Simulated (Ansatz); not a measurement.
`N#C[SiH]1CS1` + HI → `I[SiH]1CS1` + `C#N` at 298.15 K and 1 bar (ligand exchange at the Si–C bond).

Computed with Ansatz on PBE0-D4/def2-TZVP structures; ΔE is electronic, products minus reactants. CCSD(T)/CBS adds triple-zeta CCSD(T) − MP2 to the extrapolated MP2 energy (def2 sets, frozen cores). This one scheme is used for every species. Elements past krypton have def2 core potentials. For I outer-core shells are correlated without core-valence functions, which leaves a few kJ/mol of doubt a bond.

```csv
species,CCSD(T)/CBS energy (Eh),H − E (kJ/mol),S (J/(mol·K))
`N#C[SiH]1CS1`,-819.45492,138.1,324.8
HI,-298.03592,22.7,206.5
`I[SiH]1CS1`,-1024.19180,116.6,330.8
`C#N`,-93.32098,52.4,201.2
```

H − E and S are ideal-gas, rigid-rotor, harmonic terms from PBE0-D4/def2-TZVP, for one conformer and one mirror image of each species. 1 Eh = 2625.50 kJ/mol, R = 8.31446 J/(mol·K).

By hand: ΔE, ΔH, ΔS and ΔG.

ΔE = (-1024.19180) + (-93.32098) − (-819.45492) − (-298.03592) = -0.02194 Eh = -57.6 kJ/mol. Δ(H − E) = 116.6 + 52.4 − 138.1 − 22.7 = 8.2, so ΔH = -49.4 kJ/mol. ΔS = 330.8 + 201.2 − 324.8 − 206.5 = 0.7 J/(mol·K). ΔG = -49.4 − 298.15 × (0.7)/1000 = -49.6 kJ/mol.

By hand: the equilibrium constant, and the temperature at which ΔG would vanish if ΔH and ΔS stayed fixed.

log₁₀ K = −ΔG/(RT ln 10) = 8.7. ΔH and −TΔS have one sign here, so there is no such temperature.

The number of gas molecules stays the same, so ΔS is small and ΔH decides. A doubt of 5 kJ/mol in ΔE shifts log₁₀ K by 0.9 here. Other conformers and mirror images would add mixing entropy, several J/(mol·K) or more a flexible species. These are equilibria of isolated gas molecules and say nothing of rates. Largest T1 diagnostic: 0.014 (customary marks: 0.02 for closed shells, 0.045 for open ones).

ΔS is within the doubt of such terms, so its sign, and with it that verdict, could turn.
